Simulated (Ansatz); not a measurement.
The cluster Rb₃H₃⁻. Total charge -1; doublet. Geometry PBE0-D4/def2-TZVPD.

Cartesian coordinates in Å:
```
Rb -1.249 -2.003 -1.078
Rb 0.858 1.908 -1.547
Rb 1.165 -0.351 2.296
H 1.233 2.006 1.080
H -1.162 0.354 -2.292
H -0.845 -1.914 1.542
```

In the def2 sets Rb takes a core potential; there is no spin–orbit coupling. At LDA (SPW92)/def2-TZVPD, PBE-D4/def2-TZVPD, r2SCAN-D4/def2-TZVPD, r2SCANh-D4/def2-TZVPD and others the highest occupied level of the charge -1 doublet lies above zero (up to 0.89 eV). The electron is either unbound and held by the finite basis, or the level is raised by self-interaction error. Another isomer (quartet) lies 1.82 eV lower at PBE0-D4/def2-TZVPD; other spin states weren't run for this one.

**Question.** Estimate the α-spin orbital energies around the gap (eV) in Ansatz with LDA (SPW92)/def2-TZVPD, PBE-D4/def2-TZVPD, r2SCAN-D4/def2-TZVPD, r2SCANh-D4/def2-TZVPD, PBE0-D4/def2-TZVPD.

**Answer.** 
```json
{"orbital": "HOMO−9", "LDA (SPW92)/def2-TZVPD": "-12.18", "PBE-D4/def2-TZVPD": "-12.24", "r2SCAN-D4/def2-TZVPD": "-12.76", "r2SCANh-D4/def2-TZVPD": "-13.35", "PBE0-D4/def2-TZVPD": "-13.93"}
{"orbital": "HOMO−8", "LDA (SPW92)/def2-TZVPD": "-12.13", "PBE-D4/def2-TZVPD": "-12.19", "r2SCAN-D4/def2-TZVPD": "-12.71", "r2SCANh-D4/def2-TZVPD": "-13.30", "PBE0-D4/def2-TZVPD": "-13.88"}
{"orbital": "HOMO−7", "LDA (SPW92)/def2-TZVPD": "-12.12", "PBE-D4/def2-TZVPD": "-12.18", "r2SCAN-D4/def2-TZVPD": "-12.70", "r2SCANh-D4/def2-TZVPD": "-13.29", "PBE0-D4/def2-TZVPD": "-13.87"}
{"orbital": "HOMO−6", "LDA (SPW92)/def2-TZVPD": "-11.98", "PBE-D4/def2-TZVPD": "-12.03", "r2SCAN-D4/def2-TZVPD": "-12.54", "r2SCANh-D4/def2-TZVPD": "-13.13", "PBE0-D4/def2-TZVPD": "-13.73"}
{"orbital": "HOMO−5", "LDA (SPW92)/def2-TZVPD": "-11.98", "PBE-D4/def2-TZVPD": "-12.03", "r2SCAN-D4/def2-TZVPD": "-12.53", "r2SCANh-D4/def2-TZVPD": "-13.13", "PBE0-D4/def2-TZVPD": "-13.72"}
{"orbital": "HOMO−4", "LDA (SPW92)/def2-TZVPD": "-11.93", "PBE-D4/def2-TZVPD": "-11.98", "r2SCAN-D4/def2-TZVPD": "-12.48", "r2SCANh-D4/def2-TZVPD": "-13.07", "PBE0-D4/def2-TZVPD": "-13.67"}
{"orbital": "HOMO−3", "LDA (SPW92)/def2-TZVPD": "-1.47", "PBE-D4/def2-TZVPD": "-1.35", "r2SCAN-D4/def2-TZVPD": "-1.43", "r2SCANh-D4/def2-TZVPD": "-1.81", "PBE0-D4/def2-TZVPD": "-2.32"}
{"orbital": "HOMO−2", "LDA (SPW92)/def2-TZVPD": "-0.96", "PBE-D4/def2-TZVPD": "-0.90", "r2SCAN-D4/def2-TZVPD": "-1.00", "r2SCANh-D4/def2-TZVPD": "-1.37", "PBE0-D4/def2-TZVPD": "-1.85"}
{"orbital": "HOMO−1", "LDA (SPW92)/def2-TZVPD": "-0.96", "PBE-D4/def2-TZVPD": "-0.89", "r2SCAN-D4/def2-TZVPD": "-1.00", "r2SCANh-D4/def2-TZVPD": "-1.37", "PBE0-D4/def2-TZVPD": "-1.85"}
{"orbital": "HOMO", "LDA (SPW92)/def2-TZVPD": "0.85", "PBE-D4/def2-TZVPD": "0.82", "r2SCAN-D4/def2-TZVPD": "0.89", "r2SCANh-D4/def2-TZVPD": "0.82", "PBE0-D4/def2-TZVPD": "0.63"}
{"orbital": "LUMO", "LDA (SPW92)/def2-TZVPD": "0.96", "PBE-D4/def2-TZVPD": "0.94", "r2SCAN-D4/def2-TZVPD": "1.09", "r2SCANh-D4/def2-TZVPD": "1.20", "PBE0-D4/def2-TZVPD": "1.29"}
{"orbital": "LUMO+1", "LDA (SPW92)/def2-TZVPD": "0.96", "PBE-D4/def2-TZVPD": "0.94", "r2SCAN-D4/def2-TZVPD": "1.09", "r2SCANh-D4/def2-TZVPD": "1.21", "PBE0-D4/def2-TZVPD": "1.29"}
{"orbital": "LUMO+2", "LDA (SPW92)/def2-TZVPD": "1.43", "PBE-D4/def2-TZVPD": "1.39", "r2SCAN-D4/def2-TZVPD": "1.53", "r2SCANh-D4/def2-TZVPD": "1.65", "PBE0-D4/def2-TZVPD": "1.73"}
{"orbital": "LUMO+3", "LDA (SPW92)/def2-TZVPD": "1.59", "PBE-D4/def2-TZVPD": "1.55", "r2SCAN-D4/def2-TZVPD": "1.77", "r2SCANh-D4/def2-TZVPD": "1.83", "PBE0-D4/def2-TZVPD": "1.80"}
{"orbital": "LUMO+4", "LDA (SPW92)/def2-TZVPD": "1.59", "PBE-D4/def2-TZVPD": "1.55", "r2SCAN-D4/def2-TZVPD": "1.77", "r2SCANh-D4/def2-TZVPD": "1.83", "PBE0-D4/def2-TZVPD": "1.80"}
{"orbital": "LUMO+5", "LDA (SPW92)/def2-TZVPD": "1.73", "PBE-D4/def2-TZVPD": "1.69", "r2SCAN-D4/def2-TZVPD": "1.98", "r2SCANh-D4/def2-TZVPD": "2.02", "PBE0-D4/def2-TZVPD": "1.91"}
{"orbital": "β HOMO", "LDA (SPW92)/def2-TZVPD": "-0.90", "PBE-D4/def2-TZVPD": "-0.84", "r2SCAN-D4/def2-TZVPD": "-0.93", "r2SCANh-D4/def2-TZVPD": "-1.29", "PBE0-D4/def2-TZVPD": "-1.77"}
{"orbital": "β LUMO", "LDA (SPW92)/def2-TZVPD": "1.13", "PBE-D4/def2-TZVPD": "1.22", "r2SCAN-D4/def2-TZVPD": "1.11", "r2SCANh-D4/def2-TZVPD": "1.16", "PBE0-D4/def2-TZVPD": "1.64"}
```
